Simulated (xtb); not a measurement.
C₂₄H₂₀S₆Si₄, SMILES c1ccc([Si]23S[Si]4(c5ccccc5)S[Si](c5ccccc5)(S2)S[Si](c2ccccc2)(S3)S4)cc1. All values are semi-empirical tight-binding results from xtb (GFN2-xTB unless named), good for trends rather than for accurate numbers. Geometry: GFN2-xTB. One conformer was computed; it need not be the lowest.

- orbital gap: 3.61 eV
- zero-point energy: 232.5 kcal/mol
- G − E(el) at 298.15 K (modified RRHO): 190.7 kcal/mol
- static polarisability (D4 model): 463.1 bohr³
- solvation energy, GFN2-xTB/ALPB(water): -2.6 kcal/mol
- solvation energy, GFN2-xTB/ALPB(thf): -27.6 kcal/mol
